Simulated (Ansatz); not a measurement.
```yaml
crystal:
  periodic: [true, true, true]
  atoms:
    - {symbol: N, position_ang: [-0.936971, 0.871472, -0.121527]}
    - {symbol: C, position_ang: [0.477041, 0.483249, 0.500411]}
    - {symbol: C, position_ang: [0.438895, -1.050452, 0.599640]}
    - {symbol: Al, position_ang: [0.445182, -0.412593, -1.282358]}
    - {symbol: H, position_ang: [-1.077295, 1.825698, -0.393503]}
    - {symbol: H, position_ang: [-1.729821, 0.237641, 0.245474]}
    - {symbol: H, position_ang: [0.633981, 1.127714, 1.288353]}
    - {symbol: H, position_ang: [-0.232997, -1.514961, 1.097529]}
    - {symbol: H, position_ang: [1.420716, -1.335880, 0.833843]}
    - {symbol: H, position_ang: [0.725325, -0.331439, -2.791575]}
basis:
  gaussian: {orbitals: 6-31G}
hamiltonian: {xc: {name: PBE-QIDH}}
```

```sh
$ ansatz run in.yaml --threads 2 --pin off --events-out ev --progress --plain --max-ram 4352MiB
```

Shortened log:

```
Error: YAML parse error: error: line 2 column 3: crystal: missing field `lattice` (a structure is typed as `lattice` and `atoms`, a molecule's as `atoms` in Å alone, or read from a run's directory, `checkpoint`)
 --> <input>:2:3
1 | crystal:
2 |   periodic: [true, true, true]
3 |   atoms:
4 |     - {symbol: N, position_ang: [-0.936971, 0.871472, -0.121527]}
```

What is wrong with this run?

The molecule is marked periodic without a cell. The program refused the input.
